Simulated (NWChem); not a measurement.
C2H5B; SMILES BC=C

```xyz
8

B      0.1874     1.3508     0.0002
H      1.3977     1.4055    -0.0049
H     -0.4487     2.3798     0.0071
C     -0.4981    -0.0303    -0.0012
C      0.2304    -1.1631     0.0002
H     -1.5911    -0.1271    -0.0015
H     -0.2210    -2.1625     0.0017
H      1.3257    -1.1249     0.0005
```
Atoms are numbered in this order, from 1.

Results from NWChem. All runs use the structure optimised with PBE0/def2-SVP. Core excitations by TDA in a window of 1s orbitals, non-relativistic and unshifted: absolute energies depend strongly on the exact-exchange share.

Predict the results for B K edge, B3LYP/def2-TZVP. Quantities: first 1s excitation (eV); dipole oscillator strength of the first; first state with f > 0.002 (eV); dipole oscillator strength of that state.

The first 1s excitation (eV) is 179.1 and the dipole oscillator strength of the first comes out as 0.0488. The first state with f > 0.002 (eV) is 179.1 and the dipole oscillator strength of that state is 0.0488.
